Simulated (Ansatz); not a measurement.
## MP2, SCS-MP2 and SOS-MP2 from spin components

System: HClF2OSi (SMILES O[Si](F)(F)Cl), singlet, at a GFN2-xTB geometry. Level: MP2/cc-pV(D+d)Z (Ansatz, a quantum-chemistry and plane-wave program). Sums are taken with unrounded values, so a last digit can differ.

Here is a job for Ansatz.
Ansatz 0.2 input:
```yaml
crystal:
  periodic: [false, false, false]
  atoms:
    - {symbol: O, position_ang: [1.63775832, -0.46100503, -0.44317007]}
    - {symbol: Si, position_ang: [0.12050648, -0.26971536, 0.02240933]}
    - {symbol: F, position_ang: [-0.06135595, -0.77015572, 1.52532272]}
    - {symbol: F, position_ang: [-0.68454838, -1.33585848, -0.82739633]}
    - {symbol: Cl, position_ang: [-0.61542772, 1.55335646, -0.17417586]}
    - {symbol: H, position_ang: [2.38625293, 0.01112302, -0.08871797]}
basis:
  gaussian:
    orbitals: cc-pV_D+d_Z.json
magnetization: {spin_polarized: false}
correlation: {method: mp2}
```
The basis file holds cc-pV(D+d)Z in the JSON format of the Basis Set Exchange.

It gave an SCF energy of -1023.010600 Eh, a same-spin correlation energy of -0.215659 Eh and an opposite-spin one of -0.569118 Eh.

Q: Work out the MP2, SCS-MP2 (6/5 and 1/3) and SOS-MP2 (1.3 and 0) correlation and total energies.

A: MP2: -0.569118 + (-0.215659) = -0.784778 Eh, total -1023.795377 Eh, as the program printed. SCS-MP2: 1.2 × (-0.569118) + (-0.215659)/3 = -0.754828 Eh, total -1023.765428 Eh. SOS-MP2: 1.3 × (-0.569118) = -0.739854 Eh, total -1023.750453 Eh. Opposite spins carry 73 % of the MP2 correlation; same-spin pairs are already kept apart by exchange.
